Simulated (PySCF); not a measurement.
HO$_{4}$S, charge -1, singlet, at a GFN2-xTB geometry. Base run: CCSD/3-21G run with PySCF.

Here is a job for PySCF.
```python
from pyscf import gto, scf, cc

mol = gto.Mole()
mol.atom = '''
    O     1.38992049   -0.28176098   -0.58148330
    S    -0.13445586    0.02400851    0.02026324
    O     0.12119981   -0.01438956    1.45858623
    O    -0.97063154   -1.05348789   -0.46961795
    O    -0.49393968    1.33543365   -0.48378888
    H     1.77890124   -0.27049776    0.28621944
'''
mol.basis = '3-21g'
mol.charge = -1
mol.verbose = 4
mol.build()

mf = scf.RHF(mol)
mf.kernel()

mycc = cc.CCSD(mf)
mycc.kernel()
print('E(CCSD) = %.10f' % mycc.e_tot)
```

Variants of this job, named by their change:

```csv
change,ΔE vs base (mEh),MP2 correlation (Eh),CC correlation without the perturbative part (Eh),basis functions
base,0.000,-0.55577,-0.55426,51
cc.diis_space = 3,0.000,-0.55577,-0.55426,51
cc.conv_tol = 1e-5,0.000,-0.55577,-0.55426,51
cc.conv_tol = 1e-9,0.000,-0.55577,-0.55426,51
cc.level_shift = 0.2,0.000,-0.55577,-0.55426,51
density fitting = JK and correlation,0.777,-0.55575,-0.55423,51
frozen = 8,___,___,___,51
cc.iterative_damping = 0.8,0.000,-0.55577,-0.55426,51
cc.direct = True,0.000,-0.55577,-0.55426,51
method = mp2,___,-0.55577,-,51
```

Task: Some entries are withheld; supply them.

Result: 
- frozen = 8, ΔE vs base (mEh): 11.292
- frozen = 8, MP2 correlation (Eh): -0.54333
- frozen = 8, CC correlation without the perturbative part (Eh): -0.54297
- method = mp2, ΔE vs base (mEh): -1.517
